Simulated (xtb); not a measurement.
C₃H₁₀OSi, charge -1, doublet, geometry from GFN2-xTB (a state made from the parent by changing its charge; the spin is typed, not shown lowest). Base run: GFN2-xTB (xtb).

Input for xtb:
```
$ xtb mol.xyz --gfn 2 --chrg -1 --uhf 1 --json

# file mol.xyz
15

C      0.25810500     1.61005659    -1.27897079
Si    -0.12363230    -0.09155022    -0.29900619
C     -0.73203227    -1.88819897     0.47322274
C      1.69252362    -0.29976757     0.36371436
O     -1.09534832     0.79712445     0.79603221
H      0.96028164     1.45565335    -2.09936028
H      0.69243198     2.35867756    -0.61303408
H     -0.64626722     2.04413102    -1.70290150
H     -0.51617590    -1.96135055     1.54630561
H     -0.23942836    -2.73445673    -0.00574898
H     -1.80812858    -2.03778082     0.35411092
H      2.42167298     0.09159140    -0.34512197
H      1.84613086     0.23840435     1.30320670
H      1.95014350    -1.34242788     0.54781154
H     -1.47860015     0.25972567     1.48476329
```

Each row names what was changed in the base input (with any setting that the change needs).

```csv
change,ΔE vs base (kJ/mol),G_solv (kcal/mol),SCF cycles
base,0.00,-,14
etemp = 5000,-3.83,-,14
alpb = methanol,-216.5,-52.10,14
alpb = dmso,-212.1,-51.03,14
acc = 30,0.00,-,9
gbsa = water,-216.9,-52.31,13
acc = 0.1,0.00,-,15
```

ALPB and GBSA are two models with their own fitted parameters for each solvent, which aren't always the measured dielectric constant.
